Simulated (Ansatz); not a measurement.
C$_{5}$H$_{8}$O$_{2}$S, SMILES `CC1=CCS(=O)(=O)C1`, relaxed with RKS PBE0-D4/def2-TZVP in Ansatz from a PBE-D4/def2-SVP geometry. The force threshold is 0.005 eV/Å; the program also tests the step.

Total charge 0; spin multiplicity 1.

Start:

```xyz
16

C     2.079   -0.611   -0.644
C     0.748   -0.147   -0.139
C     0.373   -0.114    1.163
C    -1.009    0.363    1.480
S    -1.874    0.286   -0.158
O    -2.474   -1.059   -0.296
O    -2.662    1.515   -0.397
C    -0.296    0.310   -1.124
H     1.963   -1.479   -1.329
H     2.586    0.186   -1.230
H     2.747   -0.910    0.187
H     1.049   -0.443    1.969
H    -1.580   -0.286    2.174
H    -1.068    1.417    1.825
H    -0.437   -0.373   -1.987
H    -0.146    1.346   -1.492
```

| step | energy (eV) | largest force (eV/Å) | largest move (Å) |
| --- | --- | --- | --- |
| 1 | -20233.9871 | 1.924 | 0.000 |
| 2 | -20234.1567 | 1.114 | 0.042 |
| 3 | -20234.2135 | 0.387 | 0.036 |
| 4 | -20234.2155 | 0.099 | 0.011 |
| 5 | -20234.2160 | 0.042 | 0.010 |
| 6 | -20234.2166 | 0.074 | 0.028 |
| 7 | -20234.2168 | 0.042 | 0.016 |
| 8 | -20234.2170 | 0.034 | 0.015 |
| 9 | -20234.2171 | 0.033 | 0.018 |
| 10 | -20234.2172 | 0.024 | 0.018 |
| 11 | -20234.2172 | 0.012 | 0.002 |
| 12 | -20234.2172 | 0.007 | 0.002 |
| 13 | -20234.2172 | 0.004 | 0.001 |

End:

```xyz
16

C     2.069   -0.578   -0.638
C     0.735   -0.157   -0.134
C     0.371   -0.115    1.147
C    -1.018    0.329    1.455
S    -1.834    0.322   -0.149
O    -2.521   -0.930   -0.305
O    -2.529    1.559   -0.374
C    -0.318    0.258   -1.114
H     1.978   -1.447   -1.298
H     2.536    0.218   -1.227
H     2.739   -0.837    0.183
H     1.044   -0.396    1.950
H    -1.569   -0.354    2.105
H    -1.076    1.341    1.863
H    -0.470   -0.461   -1.922
H    -0.137    1.247   -1.542
```

Run time 34 s (2 threads of an AMD EPYC 7R13 on a shared host and a share of an NVIDIA H100 80 GB); peak host memory 0.94 GiB.
